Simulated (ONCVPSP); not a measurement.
How hard is this gallium ONCV potential?

ONCVPSP 4.0.1 input, shortened (lines: element, Z, core and valence counts, functional; n l f; lmax; l rc ep ncon nbas qcut; lloc lpopt rc5 dvloc0; l nproj debl; icmod fcfact rcfact), PBE, scalar-relativistic:

```
  Ga 31.00    6    2        4      upf
    1    0    2.00
    2    0    2.00
    2    1    6.00
    3    0    2.00
    3    1    6.00
    3    2   10.00
    4    0    2.00
    4    1    0.50
    1
    0    1.90    0.00    4    8    2.80
    1    2.40    0.00    3    7    3.50
    4    1    1.70    3.00
    0    3    0.30
    1    2    3.90
    3    6.00    1.25
```

In the s channel the program set the typed energies aside and used -0.457, 0.250, 0.550 Ha.

Q: For each optimised wave give the share of its norm inside rc, the residual kinetic energy above qcut (Ha) and the cutoffs (Ha) for errors of 10, 1, 0.1 and 0.01 mHa per electron.

A:

| wave | norm inside rc | residual KE | 10 mHa | 1 mHa | 0.1 mHa | 0.01 mHa |
| --- | --- | --- | --- | --- | --- | --- |
| 4s | 0.369 | 1.1e-02 | 4.0 | 27.4 | 46.9 | 54.8 |
| s projector 2 | 0.149 | 1.1e-02 | 4.0 | 12.0 | 43.9 | 67.0 |
| s projector 3 | 0.087 | 9.9e-03 | 3.9 | 10.5 | 32.3 | 64.4 |
| 4p | 0.339 | 4.4e-05 | 1.4 | 2.4 | 5.1 | 22.3 |
| p projector 2 | 0.164 | 2.7e-02 | 9.0 | 33.2 | 50.3 | 98.3 |

The occupied waves need 27 Ha and 47 Ha for 1 and 0.1 mHa. Note: ghosts flagged at negative energy: s at -181.5 eV; GHOST(+) flagged for s at 208.3 eV. A true bound ghost makes a file unfit for plane-wave use.
